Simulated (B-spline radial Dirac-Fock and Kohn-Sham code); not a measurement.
## The N5-O23O23 Auger spectrum of Pt³⁺

System: platinum as Pt³⁺, configuration 1s2 2s2 2p6 3s2 3p6 3d10 4s2 4p6 4d10 4f14 5s2 5p6 5d7, inside a Watson sphere of charge -3 and radius 1.8 Å (a model of the Madelung potential; inside it an electron's potential energy is raised by 24.0 eV).

Input file task.json (cfg lists n, l and occupation; rrms is the nuclear radius in fm):

```json
{"items": [{
  "Z": 78,
  "q": 3,
  "cfg": [[1, 0, 2], [2, 0, 2], [2, 1, 6], [3, 0, 2], [3, 1, 6], [3, 2, 10], [4, 0, 2], [4, 1, 6], [4, 2, 10], [4, 3, 14], [5, 0, 2], [5, 1, 6], [5, 2, 7]],
  "A": 195,
  "rrms": 5.427,
  "watson": [-3, 1.8],
  "do": ["binding", "quiet", "double"]
}]}
```

Launch: `python xray_run.py task.json out`

Level of theory: ΔSCF Dirac-Fock with Breit, self-energy and vacuum polarisation, finite nucleus, configuration average; a radial atomic solver. The two-hole levels come from diagonalising the Coulomb interaction among the jj configurations; intensities are independent-particle Coulomb rates. Kinetic energies are from the vacuum level. No correlation. Open outer shells are spectators and are not coupled to the holes.

| kinetic energy (eV) | J | leading jj holes (weight) | leading LS term (weight) |
| --- | --- | --- | --- |
| 142.5 | 0 | O2O2 (0.99) | ³P0 (0.55) |
| 159.0 | 2 | O2O3 (0.99) | ¹D2 (0.74) |
| 161.1 | 1 | O2O3 (1.00) | ³P1 (1.00) |
| 172.3 | 0 | O3O3 (0.99) | ¹S0 (0.55) |
| 175.9 | 2 | O3O3 (0.99) | ³P2 (0.74) |

The intensity is shared as follows: 159.0 eV 75.0 %, 175.9 eV 19.0 %, 142.5 eV 5.6 %, 161.1 eV 0.2 %, 172.3 eV 0.2 %.

The strongest line, by its leading LS label ¹D2, lies at 159.0 eV. The mean weight of the leading component is 0.99 in jj and 0.72 in LS coupling, so jj labels describe these levels better.

Values without a named source are computed, but for edge energies of neutral atoms, which are taken from tables.
